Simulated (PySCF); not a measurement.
Input for PySCF:
```python
from pyscf import gto, scf
from pyscf.prop import polarizability

mol = gto.M(
    atom='''
Ge   -0.218109   -0.194571    0.255616
H    -1.540817   -0.041495   -0.793687
O     0.961681    0.651949   -0.725448
H     0.826864    1.052186   -1.582446
''',
    basis='def2-svp',
    charge=0,
    spin=0,
    verbose=4,
)

mf = scf.RHF(mol)
mf.kernel()
alpha = mf.Polarizability().polarizability()[2, 2]
print('alpha_zz =', alpha)
```

Question: Predict the HOMO energy from HF/def2-SVP, polarisability run with PySCF.

Answer: -9.22 eV

Question: What nuclear repulsion energy does HF/def2-SVP, polarisability give?

Answer: 100.4464 Eh

Question: What number of basis functions does HF/def2-SVP, polarisability give?

Answer: 56

Question: What Mulliken (on the basis functions themselves) charges in atom order does HF/def2-SVP, polarisability give?

Answer: Ge1 0.63, H2 -0.22, O3 -0.62, H4 0.22
